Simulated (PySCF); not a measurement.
# Spinor energies of Eu⁵¹⁺ (europium, charge +51)

Start: [Ne] 3s2. Calculated with PySCF 2.14 in an even-tempered Gaussian basis (18 s from 14 bohr⁻², ratio 2.4; 14 p from 18 bohr⁻², ratio 2.4; 4 d from 58 bohr⁻², ratio 2.6; 4 f from 87 bohr⁻², ratio 2.6): generalised Hartree-Fock with the X2C-1e Hamiltonian and a Gaussian nucleus; one run each with spin-orbit coupling (SO) switched off, then screened by Boettger's factors.

```tsv
spinor shell	electrons	ε, spin-free (eV)	ε, screened SO (eV)	weight of nominal j (screened SO)	rms radius, screened SO (bohr)
1s1/2	2	-52546.0	-52539.6	1.000	0.0254
2s1/2	2	-11681.5	-11680.0	1.000	0.101
2p1/2	2	-10817.3	-11289.4	1.000	0.0863
2p3/2	4	-10817.3	-10615.6	1.000	0.0922
3s1/2	2	-4732.7	-4732.4	1.000	0.241
```

| quantity | spin-free | screened SO |
| --- | --- | --- |
| E (hartree) | -8118.00087 | -8123.31788 |
| M_J | 0 | 0 |
| ⟨J²⟩ | 0.000 | 0.000 |
| ⟨L²⟩ | 0.000 | 0.017 |
| ⟨S²⟩ | 0.000 | 0.017 |

Breit and QED terms are absent; they matter most for the inner s and p1/2 levels.

Densities and radii are taken from the X2C orbitals without a picture-change correction, which distorts them close to the nucleus.

Without spin-orbit coupling the j labels of p, d and f shells carry no meaning; the spin-free column gives the mean over the occupied spinors of each nl shell.
